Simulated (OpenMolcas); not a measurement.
## Tb3+: the spin-orbit constant, worked from levels

```json
{"Program": "OpenMolcas 26.06", "Basis": "ANO-R3 [9s8p5d5f3g2h]", "Scalar Hamiltonian": "X2C, finite nucleus", "Active space": "8 electrons in 7 orbitals (4f)", "State averaging": "2S+1 = 7 even, 7 roots; 2S+1 = 5 even, 140 roots (42 in the spin-orbit step); 2S+1 = 3 even, 60 roots kept (CI in the orbitals of an earlier block, 0 in the spin-orbit step); 2S+1 = 1 even, 1 root kept (CI in the orbitals of an earlier block, 0 in the spin-orbit step)", "Spin-orbit coupling": "state interaction with AMFI integrals over the reference wave functions, term energies averaged over their components"}
```

Methods: CASSCF; SS-CASPT2, IPEA 0.25 Eh, imaginary shift 0.1 Eh (closed shells correlated: 5s 5p). Measured levels: Martin, Zalubas and Hagan, Atomic Energy Levels: The Rare-Earth Elements, NSRDS-NBS 60 (1978).

**The spin-orbit constant.** For the Hund term 7F of f8, E(J) = (A/2) J(J+1) + constant and ζ = -2S·A = -6A. From J = 0 to J = 6 the energy changes by 21 A.

```
   Source  E(6) - E(0)       A     ζ
   CASSCF      -6142.0  -292.5  1755
SS-CASPT2      -6121.4  -291.5  1749
 measured      -5653.8  -269.2  1615
```

All in cm-1. SS-CASPT2 is off by +8.3 % and CASSCF by +8.6 %. Both methods take the spin-orbit matrix elements from the reference wave functions, so the second can move ζ only through the term energies and any multistate remixing. Second-order mixing with other terms is absorbed into this ζ.

CASPT2 breaks the degeneracy within a term, and the mean is taken; among the terms shown or strongly mixed into the levels shown the widest spread is 45 cm-1 (4f8 7F, SS-CASPT2). High states are left out of the spin-orbit mixing, which shifts the levels that they would mix with. Without dynamic correlation excited terms often stand tens of per cent too high (terms of higher spin than the ground term too low), and those without a measured partner can miss by more than the paired ones (holds for CASSCF). Computed and measured levels are paired by configuration, term and J; levels that our copy of the source lacks, or whose pairing is in doubt (as where it misses far off the trend of its configuration), stay unpaired and out of the deviations. Only configurations of the active space appear.
